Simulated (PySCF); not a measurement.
Computed shifts of a molecule CH6O3Si, PBE0/pcSseg-1 run with PySCF, GIAO, gas phase, atoms alike by connectivity averaged where their shifts nearly agree, in ppm (number of nuclei): ¹³C: -1.6 (1). ²⁹Si: -19.4 (1). ¹H: 2.05 (3), 0.48 (3). References: ¹³C against TMS (σ = 186.3 ppm); ²⁹Si against TMS (σ = 352.7 ppm); ¹⁷O against H2O (σ = 334.2 ppm); ¹H against TMS (σ = 31.56 ppm), references at their B3LYP-D3(BJ)/def2-TZVP geometries, non-relativistic. Geometry optimised at B3LYP-D3(BJ)/def2-SVP. The geometry has at least one imaginary mode, so it is a saddle point at that level. The values are those of a single conformer.

Problem. Which structure fits?
A) C[Si](O)(O)O
B) CO[SiH](O)O
C) OC[SiH](O)O

Solution. A, C[Si](O)(O)O
